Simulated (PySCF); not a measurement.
Job file and geometry (Å, from GFN2-xTB, dihedral held) of an NMR shielding run on `C#CC(=O)N[SiH3]`, C$_{3}$H$_{5}$NOSi, GIAO PBE0/pcSseg-1 NMR shielding, non-relativistic, gas phase (PySCF 2.14.0, density-fitted response routines); density fitting, a coarse starting grid and PySCF grid level 2 are the driver's defaults:

```
$ OMP_NUM_THREADS=1 python probes_run.py task.json out

{"job": {"kind": "nmr", "xc": "PBE0", "basis": "pcSseg-1", "pop": true}, "charge": 0, "multiplicity": 1}
C      3.139818     0.372759     0.193625
C      1.973785     0.163474     0.383349
C      0.606797    -0.181921     0.693309
O      0.298787    -0.774382     1.701990
N     -0.272858     0.087585    -0.330776
Si    -0.534087     1.684373    -0.996945
H      4.156105     0.557380     0.001305
H     -1.142563    -0.407657    -0.151314
H     -1.008572     2.623563     0.022731
H      0.752751     2.106974    -1.537154
H     -1.553043     1.456233    -2.016762
```

Problem. Write the output of this run.

Solution. 
```
coarse grid: 10136 points
cycle   1  E = -536.1053645102  dE =  9.256e-01  |g| = 8.431e-01  |ddm| = 3.178e+00
cycle   2  E = -535.6277584347  dE =  4.776e-01  |g| = 1.758e+00  |ddm| = 2.805e+00
cycle   3  E = -536.2331296578  dE = -6.054e-01  |g| = 2.530e-01  |ddm| = 2.158e+00
cycle   4  E = -536.2461593505  dE = -1.303e-02  |g| = 8.626e-02  |ddm| = 2.719e-01
cycle   5  E = -536.2474753034  dE = -1.316e-03  |g| = 2.777e-02  |ddm| = 7.376e-02
cycle   6  E = -536.2476514535  dE = -1.762e-04  |g| = 6.594e-03  |ddm| = 3.014e-02
cycle   7  E = -536.2476572285  dE = -5.775e-06  |g| = 4.220e-03  |ddm| = 6.189e-03
cycle   8  E = -536.2476613245  dE = -4.096e-06  |g| = 9.864e-04  |ddm| = 3.154e-03
final grid: 94616 points
cycle   9  E = -536.2914514580  dE = -3.406e-06  |g| = 1.148e-02  |ddm| = 3.318e-02
cycle  10  E = -536.2913609364  dE =  9.052e-05  |g| = 2.454e-02  |ddm| = 2.990e-02
cycle  11  E = -536.2914763251  dE = -1.154e-04  |g| = 8.894e-04  |ddm| = 2.152e-02
cycle  12  E = -536.2914764863  dE = -1.611e-07  |g| = 2.449e-04  |ddm| = 9.567e-04
cycle  13  E = -536.2914764928  dE = -6.502e-09  |g| = 1.850e-04  |ddm| = 2.575e-04
cycle  14  E = -536.2914765010  dE = -8.256e-09  |g| = 2.810e-05  |ddm| = 1.371e-04
cycle  15  E = -536.2914765011  dE = -1.260e-10  |g| = 1.411e-05  |ddm| = 3.013e-05
converged SCF energy = -536.2914765011

GIAO shielding tensors (ppm)
atom      isotropic    diamagn.    paramagn.     s11        s22        s33       span
  0 C      101.321     256.687    -155.366     32.752     46.585    224.626    191.874
  1 C      106.420     259.560    -153.140      5.756     19.527    293.976    288.220
  2 C       23.864     240.977    -217.113    -76.981     56.735     91.838    168.819
  3 O     -187.579     400.668    -588.246   -514.087   -336.276    287.627    801.713
  4 N      153.478     327.478    -174.001     51.936    161.956    246.540    194.604
  5 Si     405.260     879.272    -474.012    367.042    394.526    454.212     87.169
  6 H       29.223      32.787      -3.564     24.776     25.308     37.587     12.811
  7 H       27.710      34.309      -6.599     22.285     26.245     34.601     12.317
  8 H       27.056      28.356      -1.299     23.630     25.183     32.356      8.726
  9 H       26.602      28.560      -1.958     23.295     26.469     30.041      6.746
 10 H       27.163      28.688      -1.525     23.969     25.511     32.008      8.039
```

The geometry is no minimum: GFN2-xTB, dihedral held.

Size and cost of the density-fitted run: 134 basis functions, 11 s wall time on 1 thread of an Arm Neoverse V2, shared host; peak memory 0.63 GiB.
